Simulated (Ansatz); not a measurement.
Born–Oppenheimer molecular dynamics of ClF2H5N2Zr (11 atoms, charge 0, multiplicity 1). It starts at the highest image of a converged band. Of that band: Beside the main top the profile has a ripple of under 15 meV (maxima at images 2, 5), which may be a very shallow well or noise. A vibrational analysis at the climbing image gives one clearly imaginary mode, 117i cm⁻¹: a first-order saddle point.

These are results of RKS PBE0-D4/def2-SVP in Ansatz, not measurements.

```json
{
  "ensemble": "NVE (velocity Verlet)",
  "time step": "0.5 fs",
  "steps asked": "200",
  "starting velocities drawn for": "300 K",
  "seed": "10613"
}
```

First frame:

```xyz
11
Properties=species:S:1:pos:R:3
Zr -0.191 -0.089 0.145
Cl 0.439 -0.433 2.439
F 1.534 0.152 -0.651
F -0.930 1.520 -0.612
N -0.868 -1.752 -0.784
H -1.159 -2.627 -0.352
H -0.768 -1.915 -1.785
N -2.375 0.084 1.220
H -3.118 0.020 0.524
H -2.471 0.996 1.668
H -2.556 -0.617 1.939
```

Task: How far do the bonds stretch over the last three quarters of this one trajectory? (Pairs bonded in most of those frames.)

Result: 
| bond | mean (Å) | spread (Å) | shortest | longest |
| --- | --- | --- | --- | --- |
| Zr1–Cl2 | 2.392 | 0.041 | 2.34 | 2.46 |
| Zr1–F3 | 1.911 | 0.030 | 1.87 | 1.96 |
| Zr1–F4 | 1.917 | 0.036 | 1.87 | 1.98 |
| Zr1–N5 | 2.039 | 0.032 | 1.99 | 2.09 |
| Zr1–N8 | 2.443 | 0.028 | 2.41 | 2.48 |
| N5–H6 | 1.022 | 0.019 | 0.99 | 1.05 |
| N5–H7 | 1.021 | 0.020 | 0.99 | 1.05 |
| N8–H9 | 1.022 | 0.018 | 0.99 | 1.05 |
| N8–H10 | 1.023 | 0.018 | 0.99 | 1.05 |
| N8–H11 | 1.021 | 0.017 | 0.99 | 1.05 |

Mean temperature of the second half: 164 K. The conserved energy stayed within 0.2 meV per atom of its start (net change 0.075 meV per atom), so the integration is sound. A run of 0.1 ps of so small a system gives no equilibrium averages. The orbitals stay closed-shell, which can raise the energy where a bond breaks towards radicals; this wasn't checked here.

Run time: 9.6 min on 4 threads of Arm Neoverse V1, on a shared host, peak memory 0.35 GiB.
